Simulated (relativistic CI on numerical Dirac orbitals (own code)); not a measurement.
Transition arrays of Sn²⁴⁺

These numbers are calculated, not measured: Dirac-Coulomb-Breit CI, separate exchange-only KLI orbitals for each configuration, a model potential for QED, valence Slater integrals scaled by 0.9, whole transition arrays (own radial code, finite nucleus).

CI space (outside the closed core [Ne] 3s2): 3p6 3d8, 3p6 3d7 4f, 3p5 3d9, 3p6 3d7 4p, 3p6 3d7 5f. Levels of other configurations are missing.

All E1 lines from the levels of 3p6 3d8; mean and standard deviation are weighted by gf, and upper levels are sorted by their leading configuration.

| Upper configuration | Lines | Σgf | Mean (eV) | Mean (nm) | σ (eV) | Strongest line (nm) |
| --- | --- | --- | --- | --- | --- | --- |
| 3p6 3d7 4f | 721 | 234.3 | 734.06 | 1.689 | 6.79 | 1.674 |
| 3p5 3d9 | 60 | 16.4 | 237.18 | 5.227 | 19.55 | 4.770 |
| 3p6 3d7 4p | 466 | 16.3 | 565.28 | 2.193 | 6.18 | 2.201 |
| 3p6 3d7 5f | 721 | 89.9 | 929.19 | 1.334 | 7.44 | 1.333 |

Σgf per state of the lower configuration in bins of 0.1 nm over the central range (centre: value): 1.35: 2.00, 1.65: 4.36, 1.75: 0.84, 2.15: 0.21, 2.25: 0.15, 4.75: 0.07.

Task: How do configuration mixing and the scaling of the Slater integrals move the arrays?

Result: Slater scale 0.9, no configuration mixing: 3p6 3d7 4f 734.7 ± 6.9 eV (Σgf 248.6), 3p5 3d9 238.1 ± 19.7 eV (Σgf 18.0), 3p6 3d7 4p 565.4 ± 6.2 eV (Σgf 14.6), 3p6 3d7 5f 928.4 ± 7.4 eV (Σgf 68.7); Slater scale 1: 3p6 3d7 4f 735.8 ± 7.2 eV (Σgf 234.9), 3p5 3d9 237.5 ± 20.0 eV (Σgf 16.2), 3p6 3d7 4p 565.5 ± 6.7 eV (Σgf 16.5), 3p6 3d7 5f 929.9 ± 8.0 eV (Σgf 90.3); Slater scale 0.8: 3p6 3d7 4f 732.4 ± 6.4 eV (Σgf 233.7), 3p5 3d9 236.8 ± 19.1 eV (Σgf 16.5), 3p6 3d7 4p 565.1 ± 5.7 eV (Σgf 16.1), 3p6 3d7 5f 928.5 ± 6.9 eV (Σgf 89.6). With mixing, levels are counted to their leading configuration, so an array can shrink or vanish into another, and the sums then hold other lines.
